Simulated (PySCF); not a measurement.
Mg(SeH)(GeH3) (GeH4MgSe), SMILES [GeH3][Mg][SeH].

The structure is a stationary point at PBE-D3(BJ)/def2-SVP. The structure was generated by enumeration; whether it is a known compound was not checked. Other conformers were not sampled.

Method: ωB97X/def2-TZVPD (PySCF).

Gas-phase values at a fixed geometry.

Estimate the frontier levels, gap, dipole moment and polarisability. (The exact figures need the calculation; the answer reports its results.)


| Property | Result |
|---|---|
| highest occupied level | -9.06 eV |
| lowest empty level | 0.26 eV |
| orbital gap | 9.32 eV |
| dipole moment | 0.71 D |
| quadrupole, principal values (traceless, Buckingham form, about the centre of nuclear charge) | -18.20, 5.70, 12.50 D·Å |
| mean static polarisability | 101.3 bohr³ (15.01 Å³) |
| polarisability, principal values | 83.1, 85.2, 135.6 bohr³ |
